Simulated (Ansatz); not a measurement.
## Molecular dynamics of C₂H₈AlBSi

Input:

```yaml
crystal:
  periodic: [false, false, false]
  atoms:
    - { symbol: Al, position_ang: [0.657506, 1.378186, 1.278299] }
    - { symbol: C, position_ang: [0.136334, -0.038513, 0.054413] }
    - { symbol: Si, position_ang: [-1.734082, -0.159242, -0.21488] }
    - { symbol: B, position_ang: [0.939643, -1.335964, 0.071176] }
    - { symbol: C, position_ang: [1.142879, -0.394566, -1.122203] }
    - { symbol: H, position_ang: [-0.42745, 2.046656, 2.259694] }
    - { symbol: H, position_ang: [2.1947, 1.854835, 1.273564] }
    - { symbol: H, position_ang: [-2.444178, -0.475006, 1.073913] }
    - { symbol: H, position_ang: [-2.303557, 1.126179, -0.759949] }
    - { symbol: H, position_ang: [-2.049241, -1.24564, -1.213735] }
    - { symbol: H, position_ang: [1.153925, -2.362185, 0.622383] }
    - { symbol: H, position_ang: [0.719934, -0.654846, -2.093365] }
    - { symbol: H, position_ang: [2.033986, 0.225506, -1.214511] }
basis:
  gaussian: { orbitals: "6-31G" }
hamiltonian:
  xc: pbe0
md:
  timestep: 0.5
  n_steps: 150
  ensemble: nve
  temperature: 1000.0
  initial_velocities: maxwell_boltzmann
  seed: 724955
scf:
  lower_state_search: "off"
```

Run as:

```bash
$ ansatz run input.yaml --threads 1 --pin off --max-ram 2048MiB --backend cpu --events-out ev --progress --plain --runs-dir out
```

It starts from a relaxed structure.

Output, in part (one step line in 2, the closing report, with atoms numbered from 0):

```
md step     0: t =     0.00 fs  T =  1000.0 K  F+E_penalty+E_count = -17340.13867610 eV  E_kin = 1.421860 eV  conserved = -17338.71681611 eV  (13 SCF iters)
md step     2: t =     1.00 fs  T =   958.0 K  F+E_penalty+E_count = -17340.07850031 eV  E_kin = 1.362154 eV  conserved = -17338.71634597 eV  (20 SCF iters)
md step     4: t =     2.00 fs  T =   853.8 K  F+E_penalty+E_count = -17339.92912192 eV  E_kin = 1.213958 eV  conserved = -17338.71516357 eV  (20 SCF iters)
md step     6: t =     3.00 fs  T =   736.8 K  F+E_penalty+E_count = -17339.76182242 eV  E_kin = 1.047669 eV  conserved = -17338.71415326 eV  (20 SCF iters)
md step     8: t =     4.00 fs  T =   648.8 K  F+E_penalty+E_count = -17339.63657427 eV  E_kin = 0.922451 eV  conserved = -17338.71412320 eV  (19 SCF iters)
md step    10: t =     5.00 fs  T =   591.9 K  F+E_penalty+E_count = -17339.55645172 eV  E_kin = 0.841590 eV  conserved = -17338.71486180 eV  (20 SCF iters)
md step    12: t =     6.00 fs  T =   537.8 K  F+E_penalty+E_count = -17339.48002095 eV  E_kin = 0.764669 eV  conserved = -17338.71535186 eV  (19 SCF iters)
md step    14: t =     7.00 fs  T =   466.8 K  F+E_penalty+E_count = -17339.37873879 eV  E_kin = 0.663727 eV  conserved = -17338.71501217 eV  (19 SCF iters)
md step    16: t =     8.00 fs  T =   391.1 K  F+E_penalty+E_count = -17339.27044295 eV  E_kin = 0.556104 eV  conserved = -17338.71433941 eV  (20 SCF iters)
md step    18: t =     9.00 fs  T =   336.4 K  F+E_penalty+E_count = -17339.19244720 eV  E_kin = 0.478326 eV  conserved = -17338.71412124 eV  (20 SCF iters)
md step    20: t =    10.00 fs  T =   312.5 K  F+E_penalty+E_count = -17339.15854707 eV  E_kin = 0.444271 eV  conserved = -17338.71427585 eV  (19 SCF iters)
md step    22: t =    11.00 fs  T =   314.3 K  F+E_penalty+E_count = -17339.16114965 eV  E_kin = 0.446829 eV  conserved = -17338.71432109 eV  (19 SCF iters)
md step    24: t =    12.00 fs  T =   339.3 K  F+E_penalty+E_count = -17339.19671254 eV  E_kin = 0.482434 eV  conserved = -17338.71427808 eV  (20 SCF iters)
md step    26: t =    13.00 fs  T =   388.1 K  F+E_penalty+E_count = -17339.26631733 eV  E_kin = 0.551863 eV  conserved = -17338.71445467 eV  (20 SCF iters)
md step    28: t =    14.00 fs  T =   452.8 K  F+E_penalty+E_count = -17339.35875147 eV  E_kin = 0.643777 eV  conserved = -17338.71497424 eV  (20 SCF iters)
md step    30: t =    15.00 fs  T =   511.6 K  F+E_penalty+E_count = -17339.44304852 eV  E_kin = 0.727400 eV  conserved = -17338.71564893 eV  (19 SCF iters)
md step    32: t =    16.00 fs  T =   537.7 K  F+E_penalty+E_count = -17339.48047090 eV  E_kin = 0.764474 eV  conserved = -17338.71599696 eV  (19 SCF iters)
md step    34: t =    17.00 fs  T =   519.6 K  F+E_penalty+E_count = -17339.45426752 eV  E_kin = 0.738788 eV  conserved = -17338.71547960 eV  (18 SCF iters)
md step    36: t =    18.00 fs  T =   481.6 K  F+E_penalty+E_count = -17339.39901207 eV  E_kin = 0.684733 eV  conserved = -17338.71427878 eV  (18 SCF iters)
md step    38: t =    19.00 fs  T =   472.5 K  F+E_penalty+E_count = -17339.38542055 eV  E_kin = 0.671771 eV  conserved = -17338.71364973 eV  (18 SCF iters)
md step    40: t =    20.00 fs  T =   517.0 K  F+E_penalty+E_count = -17339.44939837 eV  E_kin = 0.735070 eV  conserved = -17338.71432882 eV  (18 SCF iters)
md step    42: t =    21.00 fs  T =   588.6 K  F+E_penalty+E_count = -17339.55233564 eV  E_kin = 0.836958 eV  conserved = -17338.71537773 eV  (18 SCF iters)
md step    44: t =    22.00 fs  T =   643.7 K  F+E_penalty+E_count = -17339.63097662 eV  E_kin = 0.915211 eV  conserved = -17338.71576545 eV  (18 SCF iters)
md step    46: t =    23.00 fs  T =   662.5 K  F+E_penalty+E_count = -17339.65743814 eV  E_kin = 0.941914 eV  conserved = -17338.71552461 eV  (18 SCF iters)
md step    48: t =    24.00 fs  T =   652.1 K  F+E_penalty+E_count = -17339.64232805 eV  E_kin = 0.927182 eV  conserved = -17338.71514616 eV  (18 SCF iters)
md step    50: t =    25.00 fs  T =   627.6 K  F+E_penalty+E_count = -17339.60734855 eV  E_kin = 0.892417 eV  conserved = -17338.71493197 eV  (18 SCF iters)
md step    52: t =    26.00 fs  T =   598.5 K  F+E_penalty+E_count = -17339.56585600 eV  E_kin = 0.850956 eV  conserved = -17338.71490028 eV  (18 SCF iters)
md step    54: t =    27.00 fs  T =   566.8 K  F+E_penalty+E_count = -17339.52076562 eV  E_kin = 0.805893 eV  conserved = -17338.71487238 eV  (19 SCF iters)
md step    56: t =    28.00 fs  T =   534.7 K  F+E_penalty+E_count = -17339.47492287 eV  E_kin = 0.760257 eV  conserved = -17338.71466561 eV  (19 SCF iters)
md step    58: t =    29.00 fs  T =   510.7 K  F+E_penalty+E_count = -17339.44060106 eV  E_kin = 0.726143 eV  conserved = -17338.71445854 eV  (19 SCF iters)
md step    60: t =    30.00 fs  T =   502.0 K  F+E_penalty+E_count = -17339.42841951 eV  E_kin = 0.713721 eV  conserved = -17338.71469856 eV  (19 SCF iters)
md step    62: t =    31.00 fs  T =   498.6 K  F+E_penalty+E_count = -17339.42424212 eV  E_kin = 0.708973 eV  conserved = -17338.71526950 eV  (19 SCF iters)
md step    64: t =    32.00 fs  T =   479.4 K  F+E_penalty+E_count = -17339.39704089 eV  E_kin = 0.681588 eV  conserved = -17338.71545314 eV  (19 SCF iters)
md step    66: t =    33.00 fs  T =   438.6 K  F+E_penalty+E_count = -17339.33855199 eV  E_kin = 0.623656 eV  conserved = -17338.71489598 eV  (19 SCF iters)
md step    68: t =    34.00 fs  T =   400.0 K  F+E_penalty+E_count = -17339.28278558 eV  E_kin = 0.568718 eV  conserved = -17338.71406800 eV  (19 SCF iters)
md step    70: t =    35.00 fs  T =   396.8 K  F+E_penalty+E_count = -17339.27803379 eV  E_kin = 0.564201 eV  conserved = -17338.71383302 eV  (20 SCF iters)
md step    72: t =    36.00 fs  T =   438.0 K  F+E_penalty+E_count = -17339.33733671 eV  E_kin = 0.622834 eV  conserved = -17338.71450283 eV  (20 SCF iters)
md step    74: t =    37.00 fs  T =   496.3 K  F+E_penalty+E_count = -17339.42108022 eV  E_kin = 0.705623 eV  conserved = -17338.71545692 eV  (19 SCF iters)
md step    76: t =    38.00 fs  T =   532.2 K  F+E_penalty+E_count = -17339.47252643 eV  E_kin = 0.756686 eV  conserved = -17338.71584086 eV  (19 SCF iters)
md step    78: t =    39.00 fs  T =   528.9 K  F+E_penalty+E_count = -17339.46745725 eV  E_kin = 0.752037 eV  conserved = -17338.71542071 eV  (19 SCF iters)
md step    80: t =    40.00 fs  T =   501.9 K  F+E_penalty+E_count = -17339.42836649 eV  E_kin = 0.713567 eV  conserved = -17338.71479923 eV  (19 SCF iters)
md step    82: t =    41.00 fs  T =   475.3 K  F+E_penalty+E_count = -17339.39048959 eV  E_kin = 0.675818 eV  conserved = -17338.71467204 eV  (18 SCF iters)
md step    84: t =    42.00 fs  T =   455.9 K  F+E_penalty+E_count = -17339.36317839 eV  E_kin = 0.648289 eV  conserved = -17338.71488950 eV  (19 SCF iters)
md step    86: t =    43.00 fs  T =   436.7 K  F+E_penalty+E_count = -17339.33587607 eV  E_kin = 0.620931 eV  conserved = -17338.71494525 eV  (18 SCF iters)
md step    88: t =    44.00 fs  T =   415.6 K  F+E_penalty+E_count = -17339.30570317 eV  E_kin = 0.590925 eV  conserved = -17338.71477856 eV  (18 SCF iters)
md step    90: t =    45.00 fs  T =   399.0 K  F+E_penalty+E_count = -17339.28204346 eV  E_kin = 0.567368 eV  conserved = -17338.71467517 eV  (18 SCF iters)
md step    92: t =    46.00 fs  T =   391.0 K  F+E_penalty+E_count = -17339.27080427 eV  E_kin = 0.555965 eV  conserved = -17338.71483890 eV  (18 SCF iters)
md step    94: t =    47.00 fs  T =   385.0 K  F+E_penalty+E_count = -17339.26263679 eV  E_kin = 0.547461 eV  conserved = -17338.71517612 eV  (18 SCF iters)
md step    96: t =    48.00 fs  T =   368.7 K  F+E_penalty+E_count = -17339.23945168 eV  E_kin = 0.524194 eV  conserved = -17338.71525737 eV  (18 SCF iters)
md step    98: t =    49.00 fs  T =   341.4 K  F+E_penalty+E_count = -17339.20008304 eV  E_kin = 0.485418 eV  conserved = -17338.71466470 eV  (19 SCF iters)
md step   100: t =    50.00 fs  T =   328.9 K  F+E_penalty+E_count = -17339.18152311 eV  E_kin = 0.467709 eV  conserved = -17338.71381365 eV  (19 SCF iters)
md step   102: t =    51.00 fs  T =   364.4 K  F+E_penalty+E_count = -17339.23199245 eV  E_kin = 0.518116 eV  conserved = -17338.71387630 eV  (19 SCF iters)
md step   104: t =    52.00 fs  T =   443.8 K  F+E_penalty+E_count = -17339.34607351 eV  E_kin = 0.631020 eV  conserved = -17338.71505361 eV  (19 SCF iters)
md step   106: t =    53.00 fs  T =   519.5 K  F+E_penalty+E_count = -17339.45478412 eV  E_kin = 0.738703 eV  conserved = -17338.71608136 eV  (19 SCF iters)
md step   108: t =    54.00 fs  T =   547.6 K  F+E_penalty+E_count = -17339.49464887 eV  E_kin = 0.778564 eV  conserved = -17338.71608445 eV  (18 SCF iters)
md step   110: t =    55.00 fs  T =   523.9 K  F+E_penalty+E_count = -17339.46033191 eV  E_kin = 0.744970 eV  conserved = -17338.71536209 eV  (20 SCF iters)
md step   112: t =    56.00 fs  T =   476.5 K  F+E_penalty+E_count = -17339.39213416 eV  E_kin = 0.677552 eV  conserved = -17338.71458261 eV  (20 SCF iters)
md step   114: t =    57.00 fs  T =   437.7 K  F+E_penalty+E_count = -17339.33655154 eV  E_kin = 0.622365 eV  conserved = -17338.71418606 eV  (20 SCF iters)
md step   116: t =    58.00 fs  T =   424.6 K  F+E_penalty+E_count = -17339.31802670 eV  E_kin = 0.603763 eV  conserved = -17338.71426328 eV  (20 SCF iters)
md step   118: t =    59.00 fs  T =   434.9 K  F+E_penalty+E_count = -17339.33286408 eV  E_kin = 0.618301 eV  conserved = -17338.71456318 eV  (20 SCF iters)
md step   120: t =    60.00 fs  T =   456.9 K  F+E_penalty+E_count = -17339.36429224 eV  E_kin = 0.649583 eV  conserved = -17338.71470932 eV  (20 SCF iters)
md step   122: t =    61.00 fs  T =   484.3 K  F+E_penalty+E_count = -17339.40339475 eV  E_kin = 0.688665 eV  conserved = -17338.71472933 eV  (19 SCF iters)
md step   124: t =    62.00 fs  T =   514.8 K  F+E_penalty+E_count = -17339.44709267 eV  E_kin = 0.732035 eV  conserved = -17338.71505749 eV  (19 SCF iters)
md step   126: t =    63.00 fs  T =   535.2 K  F+E_penalty+E_count = -17339.47660691 eV  E_kin = 0.761035 eV  conserved = -17338.71557217 eV  (19 SCF iters)
md step   128: t =    64.00 fs  T =   527.7 K  F+E_penalty+E_count = -17339.46585549 eV  E_kin = 0.750345 eV  conserved = -17338.71551075 eV  (19 SCF iters)
md step   130: t =    65.00 fs  T =   497.3 K  F+E_penalty+E_count = -17339.42178983 eV  E_kin = 0.707058 eV  conserved = -17338.71473148 eV  (19 SCF iters)
md step   132: t =    66.00 fs  T =   475.6 K  F+E_penalty+E_count = -17339.39039519 eV  E_kin = 0.676271 eV  conserved = -17338.71412404 eV  (19 SCF iters)
md step   134: t =    67.00 fs  T =   487.0 K  F+E_penalty+E_count = -17339.40692369 eV  E_kin = 0.692485 eV  conserved = -17338.71443850 eV  (20 SCF iters)
md step   136: t =    68.00 fs  T =   519.2 K  F+E_penalty+E_count = -17339.45352382 eV  E_kin = 0.738176 eV  conserved = -17338.71534803 eV  (19 SCF iters)
md step   138: t =    69.00 fs  T =   534.4 K  F+E_penalty+E_count = -17339.47589791 eV  E_kin = 0.759861 eV  conserved = -17338.71603676 eV  (19 SCF iters)
md step   140: t =    70.00 fs  T =   503.1 K  F+E_penalty+E_count = -17339.43132736 eV  E_kin = 0.715360 eV  conserved = -17338.71596768 eV  (18 SCF iters)
md step   142: t =    71.00 fs  T =   427.7 K  F+E_penalty+E_count = -17339.32328885 eV  E_kin = 0.608197 eV  conserved = -17338.71509212 eV  (19 SCF iters)
md step   144: t =    72.00 fs  T =   344.3 K  F+E_penalty+E_count = -17339.20362062 eV  E_kin = 0.489560 eV  conserved = -17338.71406032 eV  (20 SCF iters)
md step   146: t =    73.00 fs  T =   295.0 K  F+E_penalty+E_count = -17339.13313822 eV  E_kin = 0.419401 eV  conserved = -17338.71373688 eV  (20 SCF iters)
md step   148: t =    74.00 fs  T =   294.4 K  F+E_penalty+E_count = -17339.13269911 eV  E_kin = 0.418609 eV  conserved = -17338.71409045 eV  (20 SCF iters)
md step   150: t =    75.00 fs  T =   329.6 K  F+E_penalty+E_count = -17339.18319150 eV  E_kin = 0.468713 eV  conserved = -17338.71447803 eV  (20 SCF iters)
Total energy: -17339.18322623 eV, -637.2032306436 hartree
Atom 0 at     0.511985     1.383088     1.321127 Å, force     0.872020    -1.312419    -0.708218 eV/Å
Atom 1 at     0.204017    -0.113802    -0.077300 Å, force    -1.394698     1.594283     3.541050 eV/Å
Atom 2 at    -1.656346    -0.061165    -0.173070 Å, force    -0.701083    -0.071522    -2.875165 eV/Å
Atom 3 at     0.970513    -1.400100     0.021702 Å, force    -0.088927    -1.069780     1.728192 eV/Å
Atom 4 at     1.146950    -0.494241    -1.135467 Å, force     1.511785     0.111010    -2.762819 eV/Å
Atom 5 at     0.548570     1.317778     2.919110 Å, force    -0.535361    -0.247391     0.130798 eV/Å
Atom 6 at     1.357288     2.570022     0.780679 Å, force     0.213035     0.796311    -0.438179 eV/Å
Atom 7 at    -2.498277     0.271137     1.005629 Å, force     0.114717     0.239769     0.467528 eV/Å
Atom 8 at    -1.983402     0.963806    -1.396805 Å, force     0.052015    -0.846603     1.289645 eV/Å
Atom 9 at    -2.126945    -1.422532    -0.675114 Å, force    -0.184115     0.257460     0.125362 eV/Å
Atom 10 at     1.249307    -2.411203     0.544514 Å, force    -0.029967    -0.222231     0.199328 eV/Å
Atom 11 at     0.791003    -0.911244    -2.082879 Å, force     0.032733     0.501818    -0.210985 eV/Å
Atom 12 at     2.083865     0.046519    -1.200388 Å, force     0.137847     0.269294    -0.486536 eV/Å
Dipole moment:    -0.066599    -0.040482     0.088172 e Å
```

All steps were run. The conserved energy stayed within 0.24 meV per atom of its start (net change 0.18 meV per atom), so the integration is sound. The temperature averaged 0.45 of the 1000 K drawn at the start: a run that starts near a minimum puts about half its kinetic energy into the potential. A run of 0.075 ps of so small a system gives no equilibrium averages. Limits of this set-up: no polarisation functions.

The same pairs are bonded in the first frame and the last. Pairs count as bonded within 1.25 times the sum of covalent radii (0.12 Å more for H–H).

Last frame:

```xyz
13
Properties=species:S:1:pos:R:3
Al 0.512 1.383 1.321
C 0.204 -0.114 -0.077
Si -1.656 -0.061 -0.173
B 0.971 -1.400 0.022
C 1.147 -0.494 -1.135
H 0.549 1.318 2.919
H 1.357 2.570 0.781
H -2.498 0.271 1.006
H -1.983 0.964 -1.397
H -2.127 -1.423 -0.675
H 1.249 -2.411 0.544
H 0.791 -0.911 -2.083
H 2.084 0.046 -1.200
```

Run time: 7.3 min on 1 CPU thread of a shared host.
